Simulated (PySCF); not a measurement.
YI2, SMILES [I][Y][I] (connectivity only; charge and spin as stated), neutral, multiplicity 2.

Geometry: r2SCAN-D4/def2-SVP. The def2 effective core potentials stand for the cores of I, Y; spin–orbit coupling is left out.

These are r2SCAN-D4/def2-SVP (PySCF) values and carry that method's errors.

Frequencies are harmonic and unscaled.

```json
[
 {"mode": "1", "ν (cm⁻¹)": "31", "IR (km/mol)": "2.1", "moving atoms (share of kinetic energy)": "I 66 %, Y 34 %"},
 {"mode": "2", "ν (cm⁻¹)": "181", "IR (km/mol)": "10.0", "moving atoms (share of kinetic energy)": "I 60 %, Y 40 %"},
 {"mode": "3", "ν (cm⁻¹)": "238", "IR (km/mol)": "59.4", "moving atoms (share of kinetic energy)": "Y 69 %, I 31 %"}
]
```
